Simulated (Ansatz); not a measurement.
Ligand exchange: C2H7GaO2 + C2H7AlO → C2H7GaO3 + C2H7Al

Species: C2H7GaO2 `C[O][GaH][O]C`, singlet; C2H7AlO `C[CH2][AlH][OH]`, singlet; C2H7GaO3 `C[O][Ga]([OH])[O]C`, singlet; C2H7Al `C[CH2][AlH2]`, singlet. The partners trade H for OH: Ga–H and Al–OH bonds give way to Ga–OH and Al–H.

Shapes, held fixed at every level: PBE0-D4/def2-TZVP. Flexible molecules stand in one conformer, not always the lowest. Programs: Ansatz 0.2.0. Electronic energies: no zero-point or thermal term.

| level | kind | ΔE (kJ/mol) | less CCSD(T)/def2-TZVPP |
| --- | --- | --- | --- |
| HF/def2-TZVPP | Hartree–Fock | +89.4 | -3.7 |
| B3LYP-D4/def2-TZVPP | global hybrid | +101.2 | +8.1 |
| PBE0-D4/def2-TZVPP | global hybrid | +97.5 | +4.4 |
| wB97M-V/def2-TZVPP | range-separated hybrid | +101.6 | +8.5 |
| wB97X-V/def2-TZVPP | range-separated hybrid | +95.8 | +2.7 |
| CCSD/def2-TZVPP | coupled cluster or CI | +92.9 | -0.2 |
| CCSD(T)/def2-TZVPP | coupled cluster or CI | +93.1 | 0.0 |

The highest level, CCSD(T)/def2-TZVPP, gives ΔE = +93.1 kJ/mol; the levels span +89.4 to +101.6. The column of differences is taken from that level and isn't an error. No measured value is set beside it here. Relativity is left out for Ga. Outer-core shells of Ga are correlated in most correlated rows, in sets that cover them unevenly.
